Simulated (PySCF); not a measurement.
## Ni(OH)₂: double against triple zeta

Base calculation in PySCF with density fitting and no spin–orbit coupling, B3LYP/def2-SVP (no relativity): triplet, C2h, Ni–O 1.721 Å (×2), O–H 0.962 Å (×2); H–O–Ni 135.0° (×2), O–Ni–O 180.0°; wavenumbers 109, 153, 306, 370, 480, 666, 834, 3905, 3907 cm⁻¹; polar-tensor charge of Ni 1.02 e, atomisation energy (no zero-point energy) 1587 kJ/mol.

What changes on going to B3LYP/def2-TZVP (no relativity)?

The point group stays the same. Changes: mean bond to Ni +0.014 Å, highest wavenumber -26 cm⁻¹, lowest wavenumber +10 cm⁻¹, polar-tensor charge of Ni +0.04 e, atomisation energy (no zero-point energy) +25 kJ/mol. The new structure has Ni–O 1.735 Å (×2), O–H 0.959 Å (×2); H–O–Ni 130.1° (×2), O–Ni–O 180.0°, with wavenumbers 119, 170, 350, 468, 575, 656, 806, 3878, 3881 cm⁻¹.

Open d or f shells are single determinants, so the state found may not be the ground state. Only the bonding shown was studied: isomers, or loss of a ligand pair, can lie lower.
